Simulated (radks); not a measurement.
Question: Excited configurations of Cu III: one electron is placed in a higher orbital outside [Ar] 3d8. The ground configuration is [Ar] 3d9. All-electron calculation, Dirac Kohn-Sham, LDA (Slater exchange, Perdew-Wang correlation), spin-unpolarised, spherical densities, point nucleus; open shells are shared between the two j in proportion to 2j + 1. Program: a radial shooting solver on a logarithmic mesh with Libxc functionals. Excitation = E - E(ground); binding = E(ion) - E, where the ion is the core of charge +3; n* = 3/sqrt(2 binding) in atomic units, and the quantum defect is n - n*. Eigenvalue and <r> are those of j = l + 1/2.

outer orbital  excitation (eV)  binding (eV)     n*  quantum defect  eigenvalue (eV)  <r> (bohr)
4s                       9.534        29.835  2.026           1.974          -25.010       2.177
4p                      17.186        22.183  2.349           1.651          -18.131       2.586
4d                      26.568        12.801  3.093           0.907          -10.320       3.849
5f                      34.249         5.120  4.891           0.109           -4.279       10.13

Estimate the row for 6p.

Answer: excitation (eV) 32.824; binding (eV) 6.545; n* 4.325; quantum defect 1.675; eigenvalue (eV) -5.617; <r> (bohr) 9.284. The Delta-SCF ionisation energy is 39.369 eV (NIST Atomic Spectra Database: 36.84 eV, measured). Self-interaction in the functional shifts the binding energies and quantum defects, so they are the method's values and not measured ones. Spin polarisation and multiplet splitting are left out, so open shells lie too high by an amount that depends on their filling.

Beside tabulated values, note that spin-unpolarised runs miss the spin-polarisation part of the exchange energy of open shells.
